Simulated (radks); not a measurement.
Task: Coherent X-ray form factor from a spherical all-electron density. Method: scalar-relativistic Kohn-Sham, exchange-only LDA, spin-polarised, spherical densities, point nucleus; computed with a radial shooting solver on a logarithmic mesh with Libxc functionals.

sin(theta)/lambda (1/angstrom),f0 (electrons)
0.05,34.938
0.1,34.753
0.15,34.450
0.2,34.034
0.25,33.513
0.3,32.898
0.4,31.432
0.5,29.737
0.6,27.918
0.8,24.265
1,20.990
1.25,17.665
1.5,15.049
2,11.020

The species is in the configuration that NIST lists as its ground one. Which atom or ion scatters so?

Result: The europium ion Eu28+, [Ar] 3d10 4s2 4p5. Extrapolating in s^2 from the first two rows gives f0(0) = 35.0, near the electron count 35; among species with that count, the fall with angle is slower the higher Z, and the table is that of Z = 63; from so few rows the species is fixed only to a neighbour or two.
